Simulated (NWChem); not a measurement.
Species: C4H3FS; SMILES Fc1ccsc1

```xyz
9

F     -0.2575    -2.3164     0.0000
C     -0.0658    -1.0038     0.0000
C      1.2340    -0.4300     0.0000
C      1.1689     0.9371     0.0000
S     -0.4510     1.5052     0.0000
C     -1.0845    -0.0906     0.0000
H      2.1539    -1.0148     0.0000
H      1.9957     1.6461     0.0000
H     -2.1545    -0.2871     0.0000
```
Atoms are numbered in this order, from 1.

Computed with NWChem. Pople sets run with spherical d functions. Geometry: optimised at PBE0/def2-SVP. B3LYP is NWChem's, with the RPA form of VWN correlation. GIAO values for the isolated, static molecule; σ is the absolute isotropic shielding.

```csv
level,basis functions,σ F1 (ppm),σ C2 (ppm),σ C3 (ppm),σ S5 (ppm),σ C6 (ppm),σ H7 (ppm),σ H8 (ppm)
B3LYP/6-31G*,94,321.4,40.5,80.3,365.8,88.9,25.60,25.38
B3LYP/6-311G**,134,309.8,17.1,61.8,298.9,74.0,25.04,24.81
B3LYP/def2-SVP,103,?,?,?,?,?,24.95,24.80
B3LYP/IGLO-II,163,312.2,14.9,60.4,291.6,71.8,25.04,24.96
```

**Question.** Fill in the missing entries.

**Answer.** 
- B3LYP/def2-SVP, σ F1 (ppm): 326.4
- B3LYP/def2-SVP, σ C2 (ppm): 33.9
- B3LYP/def2-SVP, σ C3 (ppm): 77.0
- B3LYP/def2-SVP, σ S5 (ppm): 376.0
- B3LYP/def2-SVP, σ C6 (ppm): 84.7
